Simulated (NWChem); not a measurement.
System: AlHCl₂; SMILES [Cl][AlH][Cl]

The following NWChem deck was run.

```
start job
memory heap 200 mb stack 900 mb global 1100 mb
geometry units angstroms noautoz
  Al     0.000000     0.000000    -0.692821
  H      0.000000     0.000000    -2.270700
  Cl    -1.805929     0.000000     0.389456
  Cl     1.805929     0.000000     0.389456
end
basis spherical
  * library 6-31g*
end
dft
  xc xwpbe 1.00 cpbe96 1.0 hfexch 1.00
  cam 0.5 cam_alpha 0.0 cam_beta 1.0
  iterations 150
  vectors input atomic output neutral.movecs
end
task dft energy
charge 1
dft
  odft
  mult 2
  vectors input atomic output cation.movecs
end
task dft energy
```

Structure relaxed at the PBE-D3(BJ)/def2-SVP level.

Ions are spin-unrestricted doublets at the neutral geometry; other ion states weren't tried. Functional: LC-ωPBE (HJS hole) with 6-31G*; the question gives the range parameter ω in 1/bohr.

Question: Predict the main results of this run. (LC-wPBE (HJS exchange hole, range parameter 0.5 per bohr)/6-31G* (spherical d), vertical spin-unrestricted ions.) Quantities: vertical ionisation energy, ΔSCF (eV); −ε(HOMO) (eV).

Answer: 
```yaml
vertical ionisation energy, ΔSCF (eV): 12.49
"−ε(HOMO) (eV)": 12.62
```
